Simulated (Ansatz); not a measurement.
Basis sets compared for Ga₅Sb₄H₁₆⁻, a cluster cut from zinc blende GaSb (hydrogen-capped). Charge -1, multiplicity 1. Geometry r2SCAN-D4/def2-SVP. Ansatz on 2 threads of AMD EPYC 7R13 on a shared host and a share (18 GiB) of an NVIDIA H100 80GB HBM3; times are rough, and most runs start from earlier orbitals.

```csv
atom,x (Å),y (Å),z (Å)
Ga1,-3.285,0.405,-0.319
Ga2,-0.807,-2.798,1.600
Ga3,0.299,-1.277,-2.526
Ga4,0.754,3.022,-1.156
Ga5,3.234,-0.184,0.751
Sb6,-1.593,-1.620,-0.652
Sb7,-1.499,2.369,0.185
Sb8,1.209,-1.129,2.271
Sb9,1.831,0.599,-1.370
H10,-4.164,0.250,0.977
H11,-3.944,0.808,-1.690
H12,-1.881,-2.691,2.744
H13,-0.101,-4.170,1.289
H14,-0.375,-0.651,-3.804
H15,1.137,-2.605,-2.635
H16,0.250,3.530,-2.558
H17,1.583,3.970,-0.212
H18,4.098,-1.453,0.406
H19,3.863,1.024,1.538
H20,-2.616,-2.815,-1.325
H21,-2.371,3.810,0.484
H22,-1.027,2.161,1.811
H23,1.872,-1.674,3.751
H24,0.465,0.244,2.958
H25,3.069,0.874,-2.517
```

In the def2 sets Sb takes a core potential; there is no spin–orbit coupling. Single mean-field runs in def2-TZVP are fitted with def2-universal-jkfit.

```json
{"level": "PBE-D4/def2-SVP", "functions": "344", "energy (Eh)": "-10592.3530", "HOMO (eV)": "-2.88", "LUMO (eV)": "0.85", "wall time": "3.7 s"}
{"level": "PBE0-D4/def2-SVP", "functions": "344", "energy (Eh)": "-10592.6322", "HOMO (eV)": "-3.84", "LUMO (eV)": "1.48", "wall time": "6 s"}
```

(1) Estimate the rows for PBE-D4/def2-TZVP (with forces), PBE0-D4/def2-TZVP.

Results:

(1) 
| level | functions | energy (Eh) | HOMO (eV) | LUMO (eV) | wall time |
| --- | --- | --- | --- | --- | --- |
| PBE-D4/def2-TZVP (with forces) | 536 | -10593.6359 | -2.96 | 0.74 | 4.7 s |
| PBE0-D4/def2-TZVP | 536 | -10593.9027 | -3.88 | 1.40 | 4.1 s |
